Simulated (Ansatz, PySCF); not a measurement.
BrCl, charge +1, doublet, geometry from GFN2-xTB (a state made from the parent by changing its charge; the spin is typed, not shown lowest). Base run: PySCF with R2SCAN/aug-cc-pVDZ.

Input for PySCF:
```python
from pyscf import gto, scf, dft

mol = gto.Mole()
mol.atom = '''
    Cl   -0.000000   -0.000000   -1.393529
    Br    0.000000    0.000000    0.676857
'''
mol.basis = 'aug-cc-pvdz'
mol.charge = 1
mol.spin = 1
mol.verbose = 4
mol.build()

mf = dft.UKS(mol)
mf.xc = 'r2scan'
mf.kernel()
```

The same geometry, method and basis name were run in Ansatz (a first-principles code) and PySCF, at each program's defaults and at the settings that a row names. The base is PySCF at its defaults. Differences at the defaults can come from grids, fitting, cores and function types together.

| code and settings | ΔE vs base (µEh) | basis functions | E (Eh) | SCF cycles |
|---|---|---|---|---|
| PySCF, defaults (exact integrals, its default grid, spherical functions) | 0.0 | 63 | -3033.86053 | 10 |
| Ansatz, defaults (factorised integrals, its default grid, spherical functions) | -94.3 | 63 | -3033.86062 | - |
| PySCF, density fitting with def2-universal-jkfit | -35.6 | 63 | -3033.86056 | 10 |
| PySCF, fine grid | -57.5 | 63 | -3033.86059 | 10 |
| Ansatz, high accuracy | -94.6 | 63 | -3033.86062 | - |

Open shells are given as the SCF converged; they aren't shown to be the lowest states, and a large step between rows can be another state.
